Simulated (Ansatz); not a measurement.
Ansatz (a quantum-chemistry and plane-wave program) input (CCSD(T)/aug-cc-pVDZ):

Ansatz 0.2 input:
```yaml
crystal:
  periodic: [false, false, false]
  atoms:
    - {symbol: O, position_ang: [1.46243519, -0.27158860, 0.05994183]}
    - {symbol: C, position_ang: [0.24139465, -0.07905500, 0.00928273]}
    - {symbol: C, position_ang: [-1.11361313, -0.60521022, -0.06015192]}
    - {symbol: C, position_ang: [-0.85028880, 0.75894935, -0.02411318]}
    - {symbol: H, position_ang: [-1.36443788, 1.72460404, -0.02964051]}
basis:
  gaussian:
    orbitals: aug-cc-pVDZ
total_charge: -1
magnetization: {spin_polarized: false}
correlation: {method: ccsd_t, electrons: outside_noble_gas}
output: {forces: true}
```

Output:

```
Functional definition: HF
integrals: 0.14 GiB planned
1022 factors; integrals over basis functions are off by at most 4.8e-4 eV
mean field: 0.27 GiB planned
mean field evaluation 1: about -5140.1295 eV, gradient 2.5e1 eV
mean field evaluation 2: about -5140.1304 eV, gradient 2.5e1 eV
mean field evaluation 4: about -5142.0076 eV, gradient 3.5e0 eV
mean field evaluation 8: about -5142.0595 eV, gradient 1.4e-1 eV
mean field evaluation 16: about -5142.0537 eV, gradient 9.8e-1 eV
mean field -5142.05975810 eV, -188.9672106970 hartree, gradient 2.5e-6 eV, S^2 0.000000; 0 other end points of the search recorded, 0 dependent functions left out
4 core orbitals not correlated
reference -5142.05975810 eV, -188.9672106970 hartree; 10, 10 occupied and 87, 87 virtual orbitals, 1022 factors
densities: 0.62 GiB planned
second order -15.82548369 eV of doubles, -0.00000000 eV of singles
coupled cluster: 0.43 GiB planned
cycle   1  -15.56852928 eV  change    2.6e-1 eV  update   1.2e-1
cycle   2  -16.04142501 eV  change   -4.7e-1 eV  update   3.9e-2
cycle   3  -16.17645117 eV  change   -1.4e-1 eV  update   2.2e-2
cycle   4  -16.17198799 eV  change    4.5e-3 eV  update   7.0e-3
cycle   5  -16.16674212 eV  change    5.2e-3 eV  update   3.9e-3
cycle   6  -16.16727647 eV  change   -5.3e-4 eV  update   1.6e-3
cycle   7  -16.16745510 eV  change   -1.8e-4 eV  update   6.9e-4
cycle   8  -16.16719174 eV  change    2.6e-4 eV  update   3.0e-4
cycle   9  -16.16711176 eV  change    8.0e-5 eV  update   1.1e-4
cycle  10  -16.16723400 eV  change   -1.2e-4 eV  update   5.5e-5
cycle  11  -16.16717759 eV  change    5.6e-5 eV  update   2.7e-5
cycle  12  -16.16716300 eV  change    1.5e-5 eV  update   1.1e-5
cycle  13  -16.16716687 eV  change   -3.9e-6 eV  update   5.6e-6
cycle  14  -16.16716524 eV  change    1.6e-6 eV  update   2.3e-6
perturbative correction -0.77228538 eV, -0.0283809642 hartree
the calculation of the forces begins
Total energy: -5158.99920873 eV, -189.5897240254 hartree
Atom 0 at     1.462435    -0.271589     0.059942 Å, force     1.389682    -0.220002     0.057640 eV/Å
Atom 1 at     0.241395    -0.079055     0.009283 Å, force     0.371479    -0.275606     0.011535 eV/Å
Atom 2 at    -1.113613    -0.605210    -0.060152 Å, force    -0.964278    -1.587027    -0.071077 eV/Å
Atom 3 at    -0.850289     0.758949    -0.024113 Å, force    -0.628534     1.696002     0.002453 eV/Å
Atom 4 at    -1.364438     1.724604    -0.029641 Å, force    -0.168348     0.386632    -0.000551 eV/Å
Dipole moment:     0.026911     0.662794     0.013034 e Å
```

It need not be the lowest isomer of its formula. Whether it binds its extra electron was not tested at this geometry.
